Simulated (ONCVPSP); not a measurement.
# Reading a pseudo-wave (Sc (Z = 21))

Columns: radius, all-electron u(r) and pseudo u(r) of the 3d shell (level -2.16 eV) of scandium in the configuration [Ne] 3s2 3p6 3d1.5 4s1.5; PBE, non-relativistic, ONCV scheme, ONCVPSP 4.0.1.

| r (bohr) | all-electron | pseudo |
| --- | --- | --- |
| 0.125 | 0.0376 | 0.0029 |
| 0.250 | 0.1568 | 0.0225 |
| 0.375 | 0.3003 | 0.0708 |
| 0.500 | 0.4292 | 0.1524 |
| 0.625 | 0.5302 | 0.2631 |
| 0.750 | 0.6024 | 0.3911 |
| 0.875 | 0.6475 | 0.5202 |
| 1.000 | 0.6704 | 0.6335 |
| 1.125 | 0.6766 | 0.7180 |
| 1.250 | 0.6709 | 0.7665 |
| 1.375 | 0.6573 | 0.7788 |
| 1.500 | 0.6385 | 0.7607 |
| 1.625 | 0.6165 | 0.7215 |
| 1.750 | 0.5929 | 0.6715 |
| 1.875 | 0.5687 | 0.6198 |
| 2.000 | 0.5444 | 0.5726 |
| 2.125 | 0.5206 | 0.5330 |
| 2.250 | 0.4975 | 0.5013 |
| 2.375 | 0.4752 | 0.4758 |
| 2.500 | 0.4540 | 0.4541 |
| 2.625 | 0.4339 | 0.4339 |
| 2.750 | 0.4148 | 0.4148 |
| 2.875 | 0.3966 | 0.3966 |
| 3.000 | 0.3793 | 0.3793 |
| 3.125 | 0.3628 | 0.3628 |
| 3.250 | 0.3471 | 0.3471 |

How many radial nodes do the two functions have?

The all-electron 3d function has n − l − 1 = 0; the pseudo-wave has 0.

At about which radius was the pseudo-wave matched?

2.50 bohr, where the columns begin to agree (steps of 0.12 bohr).

Is the pseudo-wave norm-conserving?

Yes: the ONCV scheme keeps the norm inside the radius equal to the all-electron one, which fixes the energy derivative of the logarithmic derivative at the level.
